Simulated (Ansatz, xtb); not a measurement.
# A geometry optimisation of ClF2H4OSi2+ with r2SCAN-D4/def2-SVP

The starting geometry of this gas-phase singlet has its atoms placed at random.

```xyz
10

Cl    2.3973   -0.1766    0.4132
F     1.1738   -0.1820    1.0992
F     1.0218   -0.1077   -1.6656
O    -0.3202   -0.2497    1.5513
Si   -2.0758   -0.2143   -0.4334
Si    0.4668   -2.0544   -0.3846
H     0.9381   -0.9780   -1.3332
H    -1.1365   -1.0975   -1.1628
H     0.3590    0.7692    1.5052
H     1.9591    1.4071    0.7621
```

Problem. One run relaxed it with r2SCAN-D4/def2-SVP. What is a likely outcome?

Solution. It loosens into F2H3OSi2 + ClH, which stay close as a complex (formulas without charges). Distances that change by over a tenth: F3–Si6 (2.40 → 2.02 Å), Si5–H8 (1.48 → 1.79 Å). Contacts that open: Cl1–F2 (1.40 → 4.87 Å), Si6–H7 (1.51 → 2.65 Å). Contacts that close: Cl1–H10 (1.68 → 1.30 Å), F2–Si6 (2.49 → 1.65 Å), O4–Si5 (2.65 → 1.61 Å), O4–H9 (1.23 → 0.98 Å), Si6–H8 (2.02 → 1.70 Å).

The energy falls by 23.40 eV over 39 steps:

```json
{"step": "1", "E − E(last) (eV)": "23.398"}
{"step": "5", "E − E(last) (eV)": "7.394"}
{"step": "9", "E − E(last) (eV)": "1.687"}
{"step": "14", "E − E(last) (eV)": "0.325"}
{"step": "18", "E − E(last) (eV)": "0.052"}
{"step": "22", "E − E(last) (eV)": "0.027"}
{"step": "26", "E − E(last) (eV)": "0.008"}
{"step": "31", "E − E(last) (eV)": "0.001"}
{"step": "35", "E − E(last) (eV)": "0.000"}
{"step": "39", "E − E(last) (eV)": "0.000"}
```

Final geometry (Å):

```yaml
atoms:
  - { symbol: Cl, position_ang: [3.8107, 0.3630, -1.2092] }
  - { symbol: F, position_ang: [0.1066, -1.3178, 1.4769] }
  - { symbol: F, position_ang: [1.0788, 0.0311, -0.5021] }
  - { symbol: O, position_ang: [-2.1112, 0.1039, 1.1265] }
  - { symbol: Si, position_ang: [-2.3726, -0.1530, -0.4446] }
  - { symbol: Si, position_ang: [0.4795, -1.8394, -0.0432] }
  - { symbol: H, position_ang: [2.0369, 0.1871, -0.7528] }
  - { symbol: H, position_ang: [-0.9939, -1.2702, -0.6634] }
  - { symbol: H, position_ang: [-1.4193, -0.2581, 1.7171] }
  - { symbol: H, position_ang: [4.1680, 1.2695, -0.3538] }
```

From the same start GFN2-xTB ends elsewhere, in pieces: FHSi + HOSi + ClH + FH.

From so rough a start the end depends on the optimiser's path, so another program may land elsewhere. The end wasn't checked by frequencies. Run with Ansatz 0.2.0, 2.4 min on 2 threads of Arm Neoverse V1, with other jobs on the host.
